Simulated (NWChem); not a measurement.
A series in which one site is exchanged, each optimised at PBE0/def2-SVP with NWChem, gas phase unless a solvent is named. This build's default masses of Se (78.918 u) and Br (79.917 u) are each other's, which moves their modes by up to 0.6 %. Some are not confirmed as minima by frequencies. def2 effective core potentials on I; no spin-orbit coupling.

A: F[SiH](F)F (SiHF3; site = F)
B: F[SiH2]F (SiH$_{2}$F$_{2}$; site = H)
C: Br[SiH](F)F (SiHBrF2; site = Br)
D: F[SiH](F)I (SiHIF$_{2}$; site = I)

Values for A:

| Property | Value |
|---|---|
| orbital gap (eV), PBE0/def2-SVP | 12.66 |
| static polarisability, CAM-B3LYP/def2-SVPD (bohr³) | 24.5 |
| lowest singlet excitation, CAM-B3LYP/def2-SVPD, TDA (eV) | 10.70 |

Q: How do these values change for the other members?

A: 
```json
[
 {"change from A": "orbital gap (eV), PBE0/def2-SVP", "B": "-1.99", "C": "-2.99", "D": "-4.81"},
 {"change from A": "static polarisability, CAM-B3LYP/def2-SVPD (bohr³)", "B": "+1.7", "C": "+20.5", "D": "+33.6"},
 {"change from A": "lowest singlet excitation, CAM-B3LYP/def2-SVPD, TDA (eV)", "B": "-2.15", "C": "-3.01", "D": "-4.56"}
]
```
